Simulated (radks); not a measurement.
All-electron atom: Tl2+ in [Xe] 4f14 5d10 6s1. All-electron calculation, scalar-relativistic Kohn-Sham, PBE, spin-polarised, spherical densities, finite nucleus; open shells are filled with parallel spins first (spin-orbit coupling, left out, can overturn this in heavy ions); Fermi nuclear charge, rms radius 5.4759 fm. Program: a radial shooting solver on a logarithmic mesh with Libxc functionals.

Local quantities along the radius. ELF = 1/(1 + alpha^2) is the electron localisation function; alpha = (tau - tau_W)/tau_unif compares the Pauli kinetic energy density with that of the uniform gas (summed over spins); -r V(r) is the screened charge that the Kohn-Sham potential of spin up presents (atomic units); 4 pi r^2 rho is in e/bohr. tau is taken from the large components.

r (bohr)	ELF	alpha	-r V(r)	4 pi r^2 rho
0.001518	0.999	0.02602	80.24	21.06
0.001754	0.999	0.02782	80.11	25.57
0.002041	0.999	0.03021	79.96	31.17
0.002358	0.999	0.03309	79.78	37.34
0.002745	0.999	0.03698	79.58	44.78
0.00317	0.998	0.04176	79.35	52.68
0.00369	0.998	0.04840	79.07	61.82
0.004296	0.997	0.05736	78.76	71.54
0.004961	0.995	0.06897	78.41	80.95
0.005776	0.993	0.08610	77.99	90.62
0.00667	0.988	0.1093	77.55	98.94
0.007765	0.979	0.1454	77.00	106.1
0.00904	0.961	0.2003	76.39	111.0
0.01044	0.927	0.2799	75.73	112.9
0.01215	0.856	0.4098	74.95	112.1
0.01404	0.739	0.5948	74.11	109.0
0.01634	0.572	0.8657	73.12	104.6
0.01902	0.420	1.175	72.00	100.9
0.02197	0.343	1.385	70.82	100.2
0.02558	0.345	1.379	69.44	104.5
0.02954	0.423	1.169	68.02	113.9
0.03439	0.556	0.8930	66.36	127.9
0.03971	0.672	0.6980	64.63	141.6
0.04623	0.737	0.5981	62.62	151.5
0.05382	0.728	0.6113	60.42	152.2
0.06216	0.642	0.7467	58.16	143.9
0.07236	0.483	1.035	55.59	130.3
0.08357	0.364	1.321	52.99	120.8
0.09729	0.369	1.308	50.10	121.0
0.1133	0.504	0.9912	47.09	131.4
0.1308	0.651	0.7314	44.11	141.6
0.1523	0.715	0.6313	40.84	140.4
0.1759	0.654	0.7281	37.66	123.7
0.2047	0.446	1.115	34.22	98.36
0.2364	0.290	1.563	30.93	81.99
0.2752	0.354	1.351	27.55	81.48
0.3204	0.574	0.8613	24.23	91.05
0.3701	0.702	0.6515	21.18	94.78
0.4308	0.704	0.6477	18.16	84.14
0.4975	0.598	0.8203	15.58	64.25
0.5792	0.409	1.202	13.15	43.82
0.6743	0.312	1.486	11.03	31.27
0.7787	0.397	1.233	9.308	26.17
0.9066	0.580	0.8508	7.736	23.43
1.047	0.666	0.7077	6.443	20.20
1.219	0.646	0.7403	5.313	15.59
1.419	0.557	0.8921	4.440	10.82
1.639	0.451	1.103	3.835	7.072
1.908	0.354	1.351	3.384	4.209
2.203	0.287	1.578	3.078	2.407
2.565	0.232	1.820	2.826	1.221
2.962	0.183	2.114	2.645	0.5740
3.448	0.129	2.595	2.537	0.2230
4.015	0.077	3.457	2.473	0.07156
4.636	0.037	5.095	2.378	0.01953
5.397	0.012	9.065	2.249	0.003722
6.233	0.003	18.92	2.143	0.0005625

On this mesh the ELF has minima near r = 0.022, 0.084, 0.24, 0.67 bohr, which separate the shells, and maxima near 0.046 (0.74), 0.15 (0.72), 0.43 (0.70), 1.0 (0.67).
